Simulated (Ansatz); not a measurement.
`[GaH2][NH]B1CS1` + H₂ → `B1CS1` + `[NH2][GaH2]` at 500 K and 1 bar (hydrogenolysis of a B–N bond).

Computed with Ansatz on PBE0-D4/def2-TZVP structures; ΔE is electronic, products minus reactants. CCSD(T)/CBS is the MP2 limit (def2-TZVPP, def2-QZVPP) plus CCSD(T) − MP2 in def2-TZVPP, frozen cores. This one scheme is used for every species. For Ga outer-core shells are correlated without core-valence functions, which leaves a few kJ/mol of doubt a bond. Scalar relativity is left out up to krypton. Each species was taken in one conformer, which may not be the lowest.

```json
{"species": "`[GaH2][NH]B1CS1`", "CCSD(T)/CBS energy (Eh)": "-2442.32425", "H − E (kJ/mol)": "210.5", "S (J/(mol·K))": "417.9"}
{"species": "H₂", "CCSD(T)/CBS energy (Eh)": "-1.17544", "H − E (kJ/mol)": "41.0", "S (J/(mol·K))": "145.5"}
{"species": "`B1CS1`", "CCSD(T)/CBS energy (Eh)": "-462.41225", "H − E (kJ/mol)": "128.9", "S (J/(mol·K))": "293.8"}
{"species": "`[NH2][GaH2]`", "CCSD(T)/CBS energy (Eh)": "-1981.05479", "H − E (kJ/mol)": "130.3", "S (J/(mol·K))": "302.1"}
```

H − E and S are ideal-gas, rigid-rotor, harmonic terms from PBE0-D4/def2-TZVP, for one conformer and one mirror image of each species. The MP2-based limit puts H₂ 0.8 mEh under its directly extrapolated value; such offsets cancel only in part. 1 Eh = 2625.50 kJ/mol, R = 8.31446 J/(mol·K).

Task: By hand: ΔE, ΔH, ΔS and ΔG.

Result: ΔE = (-462.41225) + (-1981.05479) − (-2442.32425) − (-1.17544) = 0.03265 Eh = 85.7 kJ/mol. Δ(H − E) = 128.9 + 130.3 − 210.5 − 41.0 = 7.7, so ΔH = 93.4 kJ/mol. ΔS = 293.8 + 302.1 − 417.9 − 145.5 = 32.5 J/(mol·K). ΔG = 93.4 − 500 × (32.5)/1000 = 77.2 kJ/mol.

Task: By hand: the equilibrium constant, and the temperature at which ΔG would vanish if ΔH and ΔS stayed fixed.

Result: log₁₀ K = −ΔG/(RT ln 10) = -8.1. ΔG = 0 at ΔH/ΔS = 2874 K, far beyond where these terms or the molecules hold.

ΔH outweighs TΔS. A doubt of 5 kJ/mol in ΔE shifts log₁₀ K by 0.5 here. Other conformers and mirror images would add mixing entropy, several J/(mol·K) or more a flexible species. These are equilibria of isolated gas molecules and say nothing of rates. Largest T1 diagnostic: 0.016 (customary marks: 0.02 for closed shells, 0.045 for open ones).
